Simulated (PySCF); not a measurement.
C₇H₁₃Al.
Structure used (PBE0-D3(BJ)/def2-SVP), in Å, numbered top down from 1:
```xyz
21
C7H13Al angstrom
C     -2.308   -0.510   -0.088
C     -2.592    0.978   -0.373
Al    -0.787    1.612   -0.831
C      0.181   -0.003   -0.221
C      1.494    0.110    0.512
C      2.455   -1.047    0.566
C      2.791    0.178   -0.237
C     -0.938   -0.695    0.583
H     -2.306   -1.069   -1.043
H     -3.097   -0.974    0.529
H     -2.922    1.486    0.555
H     -3.404    1.129   -1.101
H     -0.267    2.976   -1.471
H      0.354   -0.604   -1.140
H      1.453    0.714    1.427
H      2.178   -1.954    0.020
H      3.012   -1.232    1.489
H      3.578    0.842    0.130
H      2.748    0.102   -1.328
H     -0.977   -0.249    1.595
H     -0.722   -1.767    0.738
```

Theory: PySCF 2.14.0, PBE0-D3(BJ)/def2-SVP geometry optimisation, gas phase.

(1) Which atoms are bound to Al3, and at what distances?

(2) List the angles at Al3.

(3) What is the shape at Al3?

(4) What are the other bond lengths?

(5) Give some angles away from the centre.

(6) What are the rotational constants (commonest isotopes, rigid rotor)?

Answers

(1) 3 atoms: H13 1.593 Å, C2 1.967 Å, C4 1.979 Å. The nearest atom not counted as bound is H14, at 2.51 Å.

(2) 
```json
{"angle": "C2–Al3–H13", "degrees": "132.0", "distance of the outer atoms (Å)": "3.26"}
{"angle": "C4–Al3–H13", "degrees": "131.5", "distance of the outer atoms (Å)": "3.26"}
{"angle": "C2–Al3–C4", "degrees": "96.5", "distance of the outer atoms (Å)": "2.95"}
```

(3) Planar: angles 132.0°, 131.5° and 96.5°, sum 360.0°, 0.00 Å off the plane of its three neighbours. The Al–C distances aren't all alike: 1.967 to 1.979 Å.

(4) C1–C2 1.542 Å; C4–C5 1.508 Å; C5–C6 1.505 Å; C6–C7 1.503 Å; C4–C8 1.542 Å; C1–C8 1.536 Å; C5–C7 1.499 Å; C1–H9 1.106 Å; C1–H10 1.104 Å; C2–H11 1.108 Å; C2–H12 1.101 Å; C4–H14 1.112 Å; C5–H15 1.098 Å; C6–H16 1.094 Å; C6–H17 1.094 Å; C7–H18 1.093 Å. (A selection.)

(5) C2–C1–C8 111.2°, C1–C2–Al3 100.7°, Al3–C4–C5 121.0°, Al3–C4–C8 99.9°, C5–C4–C8 114.3°, C4–C5–C6 121.1°, C4–C5–C7 120.9°, C6–C5–C7 60.0°, C5–C6–C7 59.8°, C5–C7–C6 60.2°.

(6) A = 3465, B = 1058, C = 859.5 MHz: an asymmetric top.

Point group: C1 (no symmetry element, even within 0.4 Å). Charge 0, singlet. No PBE0-D3(BJ)/def2-SVP frequencies stand behind this structure, so it isn't proved a minimum.

One conformer stands for the species.
